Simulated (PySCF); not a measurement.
Species: C₆H₈FNO.
SMILES with atom numbers: `[CH3:1][N:2]1[CH2:3][CH2:4][C:5]([CH:6]=[O:7])=[C:8]1[F:9]`

Definitions: NICS(0) = −σiso at the ring centroid; NICS(1) = −σiso and NICS(1)zz = −σzz at ±1 Å along the ring normal z. Level: GIAO PBE0/pcSseg-1 (PySCF, non-relativistic, gas phase) on the GFN2-xTB geometry, one conformer.

Ring bond lengths (Å), with Mayer bond orders in brackets: N2–C3 1.454 (0.90), C3–C4 1.541 (1.03), C4–C5 1.515 (1.02), C5–C8 1.357 (1.44), C8–N2 1.346 (1.12).

Question: What do the NICS probes read (ppm)?

Answer: 
```json
{"ring": "N2–C3–C4–C5–C8", "type": "5-membered ring with N; formal bonds 1 double, 4 single", "NICS(0)": "-5.9", "NICS(1), two faces": "-1.9 / -1.6", "NICS(1)zz, two faces": "0.9 / 0.9", "rms pucker (Å)": "0.03", "centre to ring atoms, mean (Å)": "1.23"}
```

Question: What do they say, and how far can they be read as aromaticity?

Answer: 
- N2–C3–C4–C5–C8: mean NICS(1)zz 0.9 ppm, near zero. C3, C4 have four or more neighbours, so the value isn't read as a sign of a π ring current.

Question: At the second NICS(1) probe listed for ring N2–C3–C4–C5–C8, 1 Å off the ring, what do the in-plane components average?

Answer: The isotropic value is a third of the trace: (3 × -1.6 − (0.9))/2 = -2.9 ppm.

Question: Give the inner angles of the rings and the Hirshfeld charges of the ring atoms.

Answer: 
- N2–C3–C4–C5–C8: N2 109.4° (-0.044 e), C3 104.8° (-0.006 e), C4 103.6° (-0.067 e), C5 107.1° (-0.089 e), C8 114.7° (+0.154 e); sum 539.6° against 540° for a flat convex ring.

Question: What are the shieldings of the ring atoms and their hydrogens in the same run (means over atoms taken as equivalent)?

Answer: 
| atoms | environment | σ isotropic (ppm) | principal values of the symmetric part, first atom (ppm) |
| --- | --- | --- | --- |
| N2 | enamine nitrogen | 171.2 | 128.7, 146.0, 239.0 |
| C3 | sp3 carbon bound to nitrogen | 136.7 | 110.2, 128.1, 171.8 |
| C4 | allylic carbon | 162.5 | 147.7, 166.2, 173.6 |
| C5 | fully substituted alkene carbon | 91.8 | 35.1, 109.9, 130.3 |
| C8 | vinylic C–F carbon | 14.0 | -51.7, 35.4, 58.4 |
| H on C3 (×2) | methylene hydrogen | 28.29 | 23.7, 27.2, 33.7 |
| H on C4 (×2) | methylene hydrogen | 28.76 | 24.3, 27.0, 35.0 |

Time: 27 s of wall time; peak memory 0.85 GiB. Hardware: one thread, Arm Neoverse V2 (aarch64) (shared host). This is the whole shielding run at PBE0/pcSseg-1, SCF included.
